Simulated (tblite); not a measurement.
Compound: C3H7BOSi.
SMILES with atom numbers: `[CH:1]#[C:2][BH:3][O:4][SiH2:5][CH3:6]` (hydrogens: H7 on C1; H8 on B3; H9, H10 on Si5; H11, H12, H13 on C6)

Computed with GFN2-xTB (tblite), gas phase: L-BFGS steps from a force-field or distance-geometry start until the largest atomic force falls under 0.01 eV/Å.

Step 85: E = -463.7113 eV
```
atom  x, y, z in Å  |  force x, y, z in eV/Å
C1      3.3732    0.6035    0.1366    0.012   0.069   0.007
C2      2.4612   -0.1139   -0.1826   -0.031  -0.088   0.004
B3      1.3329   -1.0677   -0.5721   -0.011   0.029   0.027
O4      0.1022   -0.9174   -0.1163   -0.003   0.003   0.007
Si5    -1.0511   -0.2194    0.7784    0.017   0.024   0.047
C6     -2.2624    0.6206   -0.4217   -0.024   0.017   0.035
H7      4.1626    1.2446    0.4098   -0.006  -0.019  -0.008
H8      1.5645   -1.9707   -1.2961   -0.006   0.002  -0.020
H9     -0.4904    0.7590    1.7211    0.018   0.011  -0.034
H10    -1.6367   -1.3400    1.5204   -0.005  -0.012  -0.043
H11    -2.6515    1.5394    0.0088    0.009  -0.001  -0.012
H12    -1.7876    0.8724   -1.3674   -0.021  -0.011   0.021
H13    -3.1213   -0.0099   -0.6367    0.053  -0.025  -0.032
```

Step 86: E = -463.7118 eV
```
atom  x, y, z in Å  |  force x, y, z in eV/Å
C1      3.3538    0.6042    0.1451   -0.011   0.069   0.003
C2      2.4528   -0.1215   -0.1873   -0.003  -0.059   0.024
B3      1.3310   -1.0804   -0.5813   -0.015   0.010   0.023
O4      0.0974   -0.9337   -0.1301   -0.005   0.024   0.030
Si5    -1.0383   -0.2161    0.7740   -0.003   0.011   0.012
C6     -2.2579    0.6229   -0.4189    0.005  -0.012   0.035
H7      4.1300    1.2571    0.4299   -0.012  -0.041  -0.018
H8      1.5679   -1.9855   -1.3008   -0.007   0.007  -0.022
H9     -0.4648    0.7674    1.7019    0.034   0.021  -0.028
H10    -1.6251   -1.3232    1.5343   -0.005  -0.022  -0.043
H11    -2.6539    1.5323    0.0209   -0.014   0.042   0.009
H12    -1.7869    0.8883   -1.3616    0.010   0.004  -0.005
H13    -3.1104   -0.0114   -0.6440    0.026  -0.053  -0.019
```

Step 87: E = -463.7120 eV
```
atom  x, y, z in Å  |  force x, y, z in eV/Å
C1      3.3573    0.5987    0.1440   -0.078   0.025  -0.014
C2      2.4538   -0.1232   -0.1931    0.058  -0.002   0.056
B3      1.3314   -1.0823   -0.5838   -0.017  -0.025   0.018
O4      0.0957   -0.9323   -0.1378    0.013   0.035   0.035
Si5    -1.0344   -0.2100    0.7705   -0.020   0.005  -0.010
C6     -2.2634    0.6231   -0.4169   -0.030   0.031  -0.033
H7      4.1327    1.2502    0.4354   -0.016  -0.049  -0.029
H8      1.5727   -1.9981   -1.2907   -0.021   0.034  -0.013
H9     -0.4611    0.7782    1.6918    0.052   0.035  -0.022
H10    -1.6171   -1.3114    1.5411   -0.007  -0.035  -0.042
H11    -2.6855    1.5156    0.0406    0.012  -0.052  -0.043
H12    -1.7881    0.9213   -1.3515   -0.038  -0.015   0.085
H13    -3.0984   -0.0292   -0.6675    0.090   0.014   0.011
```

Step 88: E = -463.7127 eV
```
atom  x, y, z in Å  |  force x, y, z in eV/Å
C1      3.3560    0.6024    0.1431   -0.072   0.010  -0.012
C2      2.4545   -0.1236   -0.1903    0.049   0.005   0.049
B3      1.3302   -1.0796   -0.5824   -0.005  -0.029   0.013
O4      0.0965   -0.9310   -0.1319    0.011   0.028   0.025
Si5    -1.0365   -0.2118    0.7741   -0.020   0.008  -0.012
C6     -2.2608    0.6228   -0.4166   -0.003   0.006  -0.019
H7      4.1337    1.2514    0.4320   -0.007  -0.033  -0.023
H8      1.5686   -1.9905   -1.2962   -0.020   0.028  -0.013
H9     -0.4647    0.7736    1.6985    0.049   0.038  -0.013
H10    -1.6221   -1.3176    1.5348   -0.011  -0.039  -0.028
H11    -2.6709    1.5243    0.0298   -0.012  -0.010  -0.014
H12    -1.7873    0.9034   -1.3553   -0.002   0.004   0.037
H13    -3.1015   -0.0233   -0.6575    0.044  -0.015   0.010
```

Question: Estimate the geometry and energy of step 89. (The exact step hangs on the optimiser's Hessian estimate; all steps are aligned on step 88, rigid shifts and turns removed.)

Answer: E = -463.7138 eV, largest force 0.060 eV/Å
```
atom  x, y, z in Å  |  force x, y, z in eV/Å
C1      3.3512    0.6040    0.1441   -0.050   0.008  -0.006
C2      2.4538   -0.1267   -0.1892    0.029   0.000   0.040
B3      1.3282   -1.0802   -0.5829    0.014  -0.033   0.002
O4      0.0963   -0.9317   -0.1289   -0.004   0.022   0.023
Si5    -1.0352   -0.2101    0.7765   -0.022   0.006  -0.016
C6     -2.2589    0.6221   -0.4162    0.023   0.005  -0.012
H7      4.1302    1.2508    0.4331   -0.002  -0.020  -0.020
H8      1.5643   -1.9873   -1.3023   -0.022   0.026  -0.010
H9     -0.4602    0.7761    1.6976    0.045   0.039  -0.007
H10    -1.6225   -1.3156    1.5361   -0.011  -0.038  -0.020
H11    -2.6713    1.5227    0.0286   -0.026   0.000  -0.006
H12    -1.7851    0.9028   -1.3538    0.021   0.017   0.016
H13    -3.0952   -0.0264   -0.6605    0.004  -0.034   0.015
```

The energy changes by -0.0011 eV. The first-order estimate −F·Δx gives -0.0012 eV and the mean of the old and new forces, exact on a quadratic surface, -0.0011 eV. The step makes an angle of 62° with the force vector and moves no atom by more than 0.008 Å.

The cost below is that of the whole relaxation. The run took 0.65 s on an Arm Neoverse V1 with one thread, no GPU, on a shared host.
